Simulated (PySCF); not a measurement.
V⁺ (vanadium, charge +1) across methods

[Ar] 3d3 4p1, one real determinant (an excited configuration). Calculation: PySCF 2.14, in def2-QZVPPD (11s6p5d3f2g, 93 functions); no relativity, point nucleus.

```json
{"method": "B97-3", "E (hartree)": "-943.392", "mean ε 3p β (eV)": "-53.565", "mean ε 3d α (eV)": "-17.157", "mean ε 4p α (eV)": "-8.504", "Σ⟨r²⟩ (bohr²)": "32.64", "⟨S²⟩": "6.001"}
{"method": "UHF", "E (hartree)": "-942.54326", "mean ε 3p β (eV)": "-60.091", "mean ε 3d α (eV)": "-22.870", "mean ε 4p α (eV)": "-9.728", "Σ⟨r²⟩ (bohr²)": "33.80", "⟨S²⟩": "6.003"}
{"method": "LDA", "E (hartree)": "-941.329", "mean ε 3p β (eV)": "-50.796", "mean ε 3d α (eV)": "-15.157", "mean ε 4p α (eV)": "-8.091", "Σ⟨r²⟩ (bohr²)": "32.23", "⟨S²⟩": "6.000"}
{"method": "HSE06", "E (hartree)": "-943.328", "mean ε 3p β (eV)": "-52.968", "mean ε 3d α (eV)": "-16.734", "mean ε 4p α (eV)": "-8.230", "Σ⟨r²⟩ (bohr²)": "32.57", "⟨S²⟩": "6.001"}
{"method": "PBE", "E (hartree)": "-943.266", "mean ε 3p β (eV)": "-50.687", "mean ε 3d α (eV)": "-15.098", "mean ε 4p α (eV)": "-8.068", "Σ⟨r²⟩ (bohr²)": "32.43", "⟨S²⟩": "6.000"}
{"method": "TPSSh", "E (hartree)": "-943.529", "mean ε 3p β (eV)": "-51.959", "mean ε 3d α (eV)": "-15.949", "mean ε 4p α (eV)": "-8.215", "Σ⟨r²⟩ (bohr²)": "32.48", "⟨S²⟩": "6.001"}
{"method": "r2SCAN", "E (hartree)": "-943.482", "mean ε 3p β (eV)": "-51.404", "mean ε 3d α (eV)": "-15.555", "mean ε 4p α (eV)": "-8.095", "Σ⟨r²⟩ (bohr²)": "32.34", "⟨S²⟩": "6.001"}
{"method": "revPBE", "E (hartree)": "-943.404", "mean ε 3p β (eV)": "-50.656", "mean ε 3d α (eV)": "-15.054", "mean ε 4p α (eV)": "-8.059", "Σ⟨r²⟩ (bohr²)": "32.48", "⟨S²⟩": "6.000"}
{"method": "PBE0", "E (hartree)": "-943.308", "mean ε 3p β (eV)": "-53.366", "mean ε 3d α (eV)": "-17.161", "mean ε 4p α (eV)": "-8.582", "Σ⟨r²⟩ (bohr²)": "32.58", "⟨S²⟩": "6.001"}
```

⟨L²⟩ = 14.01 against 20 for a pure G term, so this real determinant mixes terms.
